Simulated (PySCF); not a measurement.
A structure optimised at B3LYP-D3(BJ)/def2-SVP, used in a PySCF frequency run:

```
Si
O 1 1.6627
H 2 0.9658 1 117.81
H 1 1.4910 2 111.14 3 53.34
Cl 1 2.0940 4 105.55 2 120.03
Si 1 2.3380 4 114.89 2 -121.77
H 6 1.4904 1 108.90 4 -176.59
H 6 1.4917 7 109.39 1 -118.75
H 6 1.4922 7 109.68 8 -119.68
```

Write its SMILES and formula.

O[Si@@H]([SiH3])Cl, ClH₅OSi₂

What are its rotational constants (standard atomic weights)?

4.1106, 2.1520, 1.5507 GHz
